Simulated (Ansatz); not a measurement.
Species: C$_{3}$HN, SMILES `[C-]#[N+]C#C` (charge 0, multiplicity 1).

Task: Give a relaxed geometry from B3LYP-D3(BJ)/def2-TZVP run with Ansatz (an electronic-structure program).

Result: the end point of this relaxation (outside a Z-matrix the atoms follow the SMILES, hydrogens last).
Cartesian coordinates (Å) in one orientation:
```xyz
5

C      2.280     0.164     1.037
N      1.170     0.084     0.655
C     -0.062    -0.004     0.231
C     -1.193    -0.086    -0.159
H     -2.195    -0.157    -0.505
```
